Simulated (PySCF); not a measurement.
## Radial density of Sc (scandium, neutral)

M06-L, [Ar] 3d2 4s1, 4s spin antiparallel (an excited configuration). Computed with PySCF 2.14 in aug-cc-pVTZ-DK (8s7p5d3f2g, 93 functions), with the spin-free X2C one-electron Hamiltonian (Gaussian nucleus).

```
r (bohr)  4πr²ρ (e/bohr)  4πr²(ρα − ρβ)
 0.00131          0.1678        -0.0001
 0.00220          0.4304        -0.0001
 0.00370           1.081        -0.0004
 0.00622           2.617        -0.0009
  0.0105           5.951        -0.0020
  0.0176           12.10        -0.0040
  0.0296           20.29        -0.0062
  0.0498           24.87        -0.0056
  0.0838           20.55        -0.0006
   0.141           19.37        -0.0032
   0.237           26.36         0.0101
   0.399           14.89         0.1734
   0.671           7.173         0.4971
    1.13           8.260         0.8212
    1.90           2.273         0.5305
    3.19          0.6380        -0.0223
    5.37          0.1995        -0.0614
    9.03        0.007944         0.0002
    15.2       4.082e-05         0.0000
```

Densities and radii are taken from the X2C orbitals without a picture-change correction, which distorts them close to the nucleus.

With the s spin flipped the determinant is a mixture of two multiplicities, not a spectroscopic state.
